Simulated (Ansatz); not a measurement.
ClSr (SMILES [Cl][Sr+]), charge +1, singlet, geometry from GFN2-xTB (such geometries of metal compounds can be far from the true shape) (core potentials on Sr); Ansatz (an electronic-structure program) with R2SCAN/def2-TZVP.

Ansatz was given this input:
Ansatz 0.2 input:
```yaml
crystal:
  periodic: [false, false, false]
  atoms:
    - {symbol: Sr, position_ang: [-0.00000000, -0.00000000, -0.76811428]}
    - {symbol: Cl, position_ang: [0.00000000, 0.00000000, 1.71696133]}
basis:
  gaussian:
    orbitals: def2-TZVP
hamiltonian:
  xc: r2scan
total_charge: 1
```

### Question
What does Ansatz print? Leave out banner, timings and long lists.

### Answer

```
Functional definition: r2SCAN
569 factors; their error is unknown
mean field evaluation 1: about -13346.2885 eV, gradient 5.6e1 eV
mean field evaluation 2: about -13208.2626 eV, gradient 1.8e2 eV
mean field evaluation 4: about -13354.0378 eV, gradient 1.3e1 eV
mean field evaluation 8: about -13354.5610 eV, gradient 1.3e-1 eV
mean field evaluation 16: about -13354.5588 eV, gradient 9.4e-6 eV
mean field -13354.55879395 eV, -490.7709836326 hartree, gradient 9.4e-6 eV, S^2 0.000000; 0 other end points of the search recorded, 0 dependent functions left out
reference -13354.55880845 eV, -490.7709841653 hartree; 13, 13 occupied and 57, 57 virtual orbitals, 569 factors
Total energy: -13354.55880845 eV, -490.7709841653 hartree
```
